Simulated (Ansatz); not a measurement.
`[CH3][AlH][AlH][F]` + `O[SiH3]` → `[CH3][AlH][O][SiH3]` + `[F][AlH2]` at 600 K and 1 bar (cleavage of the Al–Al bond).

Isolated molecules relaxed with PBE0-D4/def2-TZVP in Ansatz; ΔE leaves out vibrations. CCSD(T)/CBS adds triple-zeta CCSD(T) − MP2 to the extrapolated MP2 energy (def2 sets, frozen cores). This one scheme is used for every species. Each species was taken in one conformer, which may not be the lowest.

```json
{"species": "`[CH3][AlH][AlH][F]`", "CCSD(T)/CBS energy (Eh)": "-624.94366", "H − E (kJ/mol)": "197.1", "S (J/(mol·K))": "468.8"}
{"species": "`O[SiH3]`", "CCSD(T)/CBS energy (Eh)": "-366.69042", "H − E (kJ/mol)": "135.7", "S (J/(mol·K))": "307.9"}
{"species": "`[CH3][AlH][O][SiH3]`", "CCSD(T)/CBS energy (Eh)": "-648.63113", "H − E (kJ/mol)": "255.5", "S (J/(mol·K))": "493.6"}
{"species": "`[F][AlH2]`", "CCSD(T)/CBS energy (Eh)": "-343.06661", "H − E (kJ/mol)": "68.4", "S (J/(mol·K))": "279.9"}
```

H − E and S are ideal-gas, rigid-rotor, harmonic terms from PBE0-D4/def2-TZVP, for one conformer and one mirror image of each species. 1 Eh = 2625.50 kJ/mol, R = 8.31446 J/(mol·K).

Problem. By hand: ΔE, ΔH, ΔS and ΔG.

Solution. ΔE = (-648.63113) + (-343.06661) − (-624.94366) − (-366.69042) = -0.06366 Eh = -167.1 kJ/mol. Δ(H − E) = 255.5 + 68.4 − 197.1 − 135.7 = -8.9, so ΔH = -176.0 kJ/mol. ΔS = 493.6 + 279.9 − 468.8 − 307.9 = -3.2 J/(mol·K). ΔG = -176.0 − 600 × (-3.2)/1000 = -174.1 kJ/mol.

Problem. By hand: the equilibrium constant, and the temperature at which ΔG would vanish if ΔH and ΔS stayed fixed.

Solution. log₁₀ K = −ΔG/(RT ln 10) = 15.2. ΔG = 0 at ΔH/ΔS = 55000 K, far beyond where these terms or the molecules hold.

The number of gas molecules stays the same, so ΔS is small and ΔH decides. A doubt of 5 kJ/mol in ΔE shifts log₁₀ K by 0.4 here. Other conformers and mirror images would add mixing entropy, several J/(mol·K) or more a flexible species. Modes under 60 cm⁻¹, often nearly free rotors, make the harmonic entropy too high. These are equilibria of isolated gas molecules and say nothing of rates. Largest T1 diagnostic: 0.012 (customary marks: 0.02 for closed shells, 0.045 for open ones).
